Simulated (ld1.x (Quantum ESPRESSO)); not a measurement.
**Before and after: TM potential for Ga (Z = 31)**

```
Element                 : gallium (Ga)
Generator               : ld1.x (Quantum ESPRESSO) 7.5
Type                    : norm-conserving Troullier–Martins (Kleinman–Bylander form)
Functional              : LDA (PZ)
Relativity              : scalar-relativistic
Frozen core             : [Ar] 3d10
Valence charge          : 3
Reference configuration : 4s2 4p1
Partial waves           : 4s (bound): rc 1.95 bohr; 4p (bound): rc 2.40 bohr
Local potential         : all-electron potential smoothed inside 1.65 bohr (lloc = -1)
Core correction         : none
```

All-electron outer shells of the reference configuration (LDA (PZ), scalar-relativistic, ld1.x):

```tsv
shell	level (eV)	outermost node (bohr)	outermost maximum (bohr)
3p	-98.65	0.24	0.56
3d	-19.40	–	0.53
4s	-9.17	0.81	1.87
4p	-2.74	0.87	2.53
```

Change: all radii scaled by about 1.39 (s 2.72, p 3.34 bohr); local potential all-electron potential smoothed inside 2.30 bohr (lloc = -1).

Cutoffs: the cutoffs (Ry, on a coarse ladder) from which the occupation-weighted sum of valence levels, in a spherical-Bessel basis at the reference potential, stays within 10 and 1 mRy of its value at 400 Ry; they do not see the model core or the augmentation charge, which bear on the density cutoff. Errors are all-electron minus pseudo energies relative to the spin-unpolarised reference configuration.

Problem. What does the change do?

Solution. The potential gets softer (15 Ry and 35 Ry → 8 Ry and 18 Ry); of the 9 tests that both files solve, the error grows in 0 and shrinks in 4 by more than 15 % and 0.3 meV (median size 15.7 → 14.0 meV); neither file shows a bound ghost. A larger radius leaves more room for a smooth pseudo-wave, so fewer plane waves are needed. That the errors move this way runs against the usual rule that smaller radii transfer better.

```csv
quantity,base,changed
"cutoff, loose",15 Ry,8 Ry
"cutoff, tight",35 Ry,18 Ry
loose cutoff by channel (10 mRy a level),"s 12 Ry, p 6 Ry","s 8 Ry, p 6 Ry"
bound ghosts,none,none
"error for 4s2 4p0, meV [ΔE 5.89 eV]",+10,+10
"error for 4s1 4p0, meV [ΔE 27.39 eV]",+135,+96
"error for 4s2 4p0.5, meV [ΔE 2.12 eV]",+1.6,+1.7
"error for 4s1 4p2, meV [ΔE 6.61 eV]",+16,+5.1
"error for 4s0 4p3, meV [ΔE 13.54 eV]",+78,+38
"error for 4s1 4p1, meV [ΔE 13.34 eV]",+30,+14
"error for 4s2 4p1.3, meV [ΔE -0.58 eV]",+0.4,+0.4
"error for 4s2 4p1 (spin-polarised), meV [ΔE -0.13 eV]",+16,+16
"error for 4s1 4p0 (spin-polarised), meV [ΔE 27.08 eV]",+447,+410
```
